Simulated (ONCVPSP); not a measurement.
**PBEsol ONCV dataset for lithium, scalar-relativistic all-electron reference.**

```json
{"Element": "lithium (Li)", "Generator": "ONCVPSP 4.0.1", "Type": "optimised norm-conserving Vanderbilt (ONCV)", "Functional": "PBEsol", "Relativity": "scalar-relativistic", "Frozen core": "[He]", "Valence charge": "1", "Reference configuration": "2s1", "Partial waves": "2s: rc 2.05 bohr, ncon 4, nbas 7, qcut 3.4 1/bohr, 2 projectors, debl 1 Ha; p scattering state at 0.1 Ha: rc 1.70 bohr, ncon 5, nbas 9, qcut 4.9 1/bohr, local; d scattering state at 0.06 Ha: rc 2.15 bohr, ncon 5, nbas 10, qcut 4.4 1/bohr, 2 projectors, debl 0.15 Ha", "Local potential": "the p channel", "Core correction": "none"}
```

Results:

```json
{
  "Cutoffs needed": "2.2 Ha and 3.7 Ha (the cutoffs (Ha) at which the residual kinetic energy of the hardest occupied pseudo-wave falls to 1 and 0.1 mHa per electron) The cutoffs count occupied waves only; projector 2 of the s channel, the hardest unoccupied one, needs 34 Ha at the loose tolerance.",
  "Ghost test": "ghosts flagged at negative energy: d at -2043.2 eV; no localised positive-energy state flagged; a true bound ghost makes a file unfit for plane-wave use",
  "Configuration tests": "1 of 2 tests not solved or not reliable"
}
```

Generation and tests took about 1.7 s on one core of a shared server CPU.
